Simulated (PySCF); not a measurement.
LDA on Kr²⁺ (krypton, charge +2)

Configuration: [Ar] 3d10 4s2 4p4, high-spin 3P determinant. Calculation: PySCF 2.14, in aug-cc-pVDZ-DK (6s5p3d, 36 functions); the spin-free X2C one-electron Hamiltonian (Gaussian nucleus).

```
Total energy                                                  : -2784.587 hartree
One-electron energy                                           : -3842.492 hartree
Hartree (Coulomb) energy                                      : 1150.586 hartree
Exchange-correlation energy                                   : -92.681 hartree
⟨S²⟩                                                          : 2.0007
⟨L²⟩                                                          : 2.005
Sum of ⟨r⟩                                                    : 21.22 bohr
Sum of ⟨r²⟩                                                   : 25.80 bohr²
Traceless quadrupole moment −½Σ⟨3z² − r²⟩ along its main axis : -1.38 e·bohr²
Langevin diamagnetic susceptibility                           : -20.4 ×10⁻⁶ cm³/mol
Time after the integrals                                      : 0.31 s of wall time on 1 thread of Neoverse-N1 (shared host)
```

| shell | electrons | mean orbital energy (hartree) | spread (hartree) | rms radius, mean of both spins (bohr) |
| --- | --- | --- | --- | --- |
| 1s α | 1 | -519.72438 | 0 | 0.0478 |
| 1s β | 1 | -519.71762 | 0 | 0.0478 |
| 2s α | 1 | -69.32233 | 0 | 0.199 |
| 2s β | 1 | -69.31757 | 0 | 0.199 |
| 2p α | 3 | -61.48558 | 0.01099 | 0.177 |
| 2p β | 3 | -61.47906 | 0.00707 | 0.177 |
| 3s α | 1 | -10.60132 | 0 | 0.569 |
| 3s β | 1 | -10.59188 | 0 | 0.569 |
| 3p α | 3 | -8.10254 | 0.03040 | 0.585 |
| 3p β | 3 | -8.09203 | 0.02372 | 0.585 |
| 3d α | 5 | -3.94366 | 0.02984 | 0.616 |
| 3d β | 5 | -3.93083 | 0.02212 | 0.616 |
| 4s α | 1 | -1.73146 | 0 | 1.60 |
| 4s β | 1 | -1.66051 | 0 | 1.60 |
| 4p α | 3 | -1.17303 | 0.05603 | 1.87 |
| 4p β | 1 | -1.09902 | 0 | 1.87 |

Densities and radii are taken from the X2C orbitals without a picture-change correction, which distorts them close to the nucleus.
